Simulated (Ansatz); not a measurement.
Job for Ansatz (a first-principles code): R-B3LYP/def2-TZVPPD on CH4OSe (a complex), monomers drawn apart or pushed together. Files ending in .json are basis or fitting sets from the Basis Set Exchange.

Ansatz 0.2 input:
```yaml
crystal:
  periodic: [false, false, false]
  atoms:
    - {symbol: C, position_ang: [0.35369503, 0.06697859, -0.32921508]}
    - {symbol: O, position_ang: [1.08376514, -0.66806895, 0.27787216]}
    - {symbol: H, position_ang: [0.20414094, -0.03381530, -1.42102299]}
    - {symbol: H, position_ang: [-0.20388032, 0.87851390, 0.17369570]}
    - {symbol: Se, position_ang: [0.87311156, 0.82914564, 3.66760265]}
    - {symbol: H, position_ang: [0.43281423, -0.57044302, 3.64834667]}
    - {symbol: H, position_ang: [0.22675961, 1.06459544, 4.96946421]}
basis:
  gaussian:
    orbitals: def2-TZVPPD.json
hamiltonian:
  xc: {name: B3LYP}
scf: {lower_state_search: off}
```

Program output:

```
WARN ansatz: RAYON_NUM_THREADS=1 ignored (pool sized by the plan → 1); use --threads N
Functional definition: B3LYP
these checks for a lower state are left out or cut short: stability, starts, cluster_reference, orbital_swaps, neighbouring_geometries, increment
integrals: 0.10 GiB planned
1038 factors; their error is unknown
mean field: 0.93 GiB planned
mean field evaluation 1: about -68496.7101 eV, gradient 4.5e1 eV
mean field evaluation 2: about -68488.1935 eV, gradient 8.1e1 eV
mean field evaluation 4: about -68500.2918 eV, gradient 3.2e0 eV
mean field evaluation 8: about -68500.3104 eV, gradient 4.2e-2 eV
mean field evaluation 16: about -68500.5384 eV, gradient 6.0e-5 eV
mean field -68500.53838176 eV, -2517.3483541972 hartree, gradient 3.0e-6 eV, S^2 0.000000; 0 other end points of the search recorded, 0 dependent functions left out
reference -68500.53868697 eV, -2517.3483654133 hartree; 26, 26 occupied and 176, 176 virtual orbitals, 1038 factors
Total energy: -68500.53868697 eV, -2517.3483654133 hartree
Checks for a lower state left out: stability, starts, cluster_reference, orbital_swaps, neighbouring_geometries, increment
```

Self-consistency was reached.

Cost: about 5 core-seconds (a rough figure).
